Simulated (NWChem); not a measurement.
# BNH5 cation; SMILES B[NH3+]

```xyz
7

B     -0.0012    -0.9277    -0.0148
N     -0.0019     0.6232    -0.0122
H     -1.0826    -1.4527     0.0052
H      1.0841    -1.4451     0.0041
H      0.0549     0.9381     0.9825
H     -0.8662     1.0517    -0.3964
H      0.8238     1.0438    -0.4819
```
Atoms are numbered in this order, from 1.

Computed with NWChem. Geometry optimised at PBE-D3(BJ)/def2-SVP; all other runs use it. Pople sets run with spherical d functions. Vzz has the sign of the potential's second derivative.

| quantity | level | value |
|---|---|---|
| first state with f > 0.002 (eV), N K edge, unshifted | PBE/def2-TZVP, TDA | 383.9 |
| vertical, lowest excitation, singlet (eV) | CAM-B3LYP/6-31G*, full TDDFT | 6.18 |
| anisotropy (bohr³), static | CAM-B3LYP/aug-cc-pVDZ | 4.3 |
| charge (e), Mulliken N2 | Hartree-Fock/6-31G* | (withheld) |
| highest occupied level (eV) | BHandHLYP/6-31G* | -17.54 |
| Vzz N2 (a.u.) | B3LYP/cc-pVTZ | (withheld) |
| highest harmonic frequency (cm⁻¹) | PBE-D3(BJ)/def2-SVP | (withheld) |

Problem. Fill in the missing entries.

Solution. 
- charge (e), Mulliken N2, value: -1.00
- Vzz N2 (a.u.), value: -0.267
- highest harmonic frequency (cm⁻¹), value: 3399
